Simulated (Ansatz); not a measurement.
Question: Name a neutral molecule of B, C, Cl, N, Si and H with LUMO energy (PBE/def2-TZVPP) between -1.65 and -1.35 eV and LUMO energy (B3LYP/def2-TZVPP) between -0.90 and -0.60 eV (Ansatz, PBE0-D4/def2-TZVP geometry).

Answer: `BN(CC)[SiH2]Cl` (-1.39 eV, -0.64 eV); `BN(C)[SiH2]Cl` (-1.35 eV, -0.61 eV). Other molecules can fit too; these were computed, each in one conformer that needn't be the lowest.

B3LYP here is the variant with VWN-RPA as its local correlation; programs differ in this.
